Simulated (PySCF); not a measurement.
**Polarisability and C₆ of Br²⁺ (bromine, charge +2)**

[Ar] 3d10 4s2 4p3, high-spin 4S determinant. All numbers are calculated (PySCF 2.14, the spin-free X2C one-electron Hamiltonian (Gaussian nucleus), in x2c-QZVPPall with one added diffuse shell each of s, p, d, f type (12s9p6d5f1g, 113 functions)). Coupled (time-dependent) response in atomic units; α is the mean over directions.

| method | mean α (bohr³) | C₆ (like pair) | S(−4) |
| --- | --- | --- | --- |
| CAM-B3LYP | 8.186 | 39.57 | 15.10 |

S(−4) is the Cauchy moment in α(ω) = α(0) + S(−4) ω² + …

α(iu) at CAM-B3LYP:

```tsv
u (hartree)	α(iu) (bohr³)
0	8.186
0.0500	8.149
0.100	8.038
0.200	7.628
0.300	7.039
0.500	5.677
0.750	4.176
1.00	3.097
1.50	1.856
2.00	1.245
3.00	0.7022
5.00	0.3477
```

A single London oscillator, α(iu) = α/(1 + u²/ω²), gives C₆ = (3/4) ω α². Matching the computed C₆ needs ω = 4 × 39.57 / (3 × 8.186²) = 0.787 hartree.

For an ion, C₆ is the dispersion term alone; charge-induced terms of lower order in 1/R come first.
